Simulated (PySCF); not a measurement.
How the method changes the constants of HI

State: ¹Σ⁺ (singlet), closed shell. Set-up: PySCF, scalar-relativistic core potentials, basis sets H def2-TZVP, I def2-TZVP with ECP28. De refers to H + I in their high-spin ground configurations, without counterpoise correction. A positive dipole means H(−)I(+).

```
      Level  Re (Å)  ωe (cm⁻¹)  De (eV)  μ (D)  CPU s a point (SCF and correlation, without the integrals)
        RHF   1.597       2457     2.28  -0.56                                                       0.093
    RHF-MP2   1.596       2422     3.25    n/a                                                        0.15
RHF-SCS-MP2   1.600       2398     3.26    n/a                                                         n/a
   RHF-CCSD   1.604       2362     3.24    n/a                                                         n/a
RHF-CCSD(T)   1.607       2338     3.29    n/a                                                         2.2
        PBE   1.624       2257     3.42  -0.47                                                        0.67
     revPBE   1.625       2251     3.33  -0.45                                                        0.48
       PW91   1.623       2259     3.44  -0.46                                                        0.49
     r²SCAN   1.611       2326     3.41  -0.52                                                           1
       PBE0   1.610       2345     3.36  -0.51                                                         1.3
     M06-2X   1.607       2363     3.10  -0.51                                                         1.1
```

Measured (Huber and Herzberg, Constants of Diatomic Molecules (1979)): Re = 1.60916 Å, ωe = 2309.014 cm⁻¹.

The bond length runs from 1.596 Å (RHF-MP2) to 1.625 Å (revPBE). De spans 2.28 eV (RHF, mean field) to 3.44 eV (PW91, GGA). Correlation at CCSD(T) changes the Hartree–Fock bond energy by +1.01 eV; the triples alone change it by +0.05 eV.

Correlated steps freeze 4 core orbitals. These are scalar-relativistic numbers at best; spin–orbit coupling would shift them, the dissociation energy most. Where the molecule has an RHF reference, its open-shell atoms are computed with UHF.

The whole job (state search and all levels along the bond) took about 1.8 min on 1 thread of Arm Neoverse V1 (shared host), peak memory 0.75 GiB.
